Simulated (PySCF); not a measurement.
Compound: 4-bromopyridine, C₅H₄BrN.
SMILES with atom numbers: `[Br:1][c:2]1[cH:3][cH:4][n:5][cH:6][cH:7]1` (hydrogens: H8 on C3; H9 on C4; H10 on C6; H11 on C7)

A GFN2-xTB structure was refined with PBE0-D3(BJ)/def2-SVP geometry optimisation, gas phase in PySCF. Its GFN2-xTB values:

```csv
coordinate,GFN2-xTB
Br1–C2,1.907 Å
C2–C3,1.385 Å
C3–C4,1.388 Å
C3–H8,1.078 Å
C4–N5,1.320 Å
C4–H9,1.081 Å
Br1–C2–C3,120.0°
C2–C3–C4,117.3°
C3–C2–C7,120.0°
C3–C4–N5,123.6°
C4–N5–C6,118.3°
```

Q: How do these coordinates change at the PBE0-D3(BJ)/def2-SVP level?

A: 
```csv
coordinate,PBE0-D3(BJ)/def2-SVP (Å or °),change
Br1–C2,1.881,-0.026
C4–H9,1.096,+0.015
C3–H8,1.091,+0.013
C4–N5,1.330,+0.010
C3–C4,1.395,+0.007
C2–C3,1.392,+0.007
C4–N5–C6,117.5,-0.8
C3–C2–C7,119.5,-0.5
C3–C4–N5,123.9,+0.3
Br1–C2–C3,120.3,+0.3
C2–C3–C4,117.6,+0.3
```

The energy falls by 0.034 eV over 5 energy and gradient evaluations, the largest force component goes from 0.0140 to 1.7e-04 Eh/bohr, and the atoms move by 0.017 Å rms after alignment. The bond that changes most is Br1–C2 (aryl bromine to aromatic C–Br carbon), which shortens by 0.026 Å. Bonds longer at the end by more than 0.005 Å: 10 of 11; shorter: 1. Rotational constants go from 6092, 984.8, 847.8 to 6035, 989.1, 849.8 MHz.

The run used 136 basis functions and 34 SCF cycles in all. Hardware: one thread of an Arm Neoverse N1, shared host with 64 logical CPUs at a one-minute load of 26. Cost: 62 s wall, 0.74 GiB resident at most.

No frequency check.
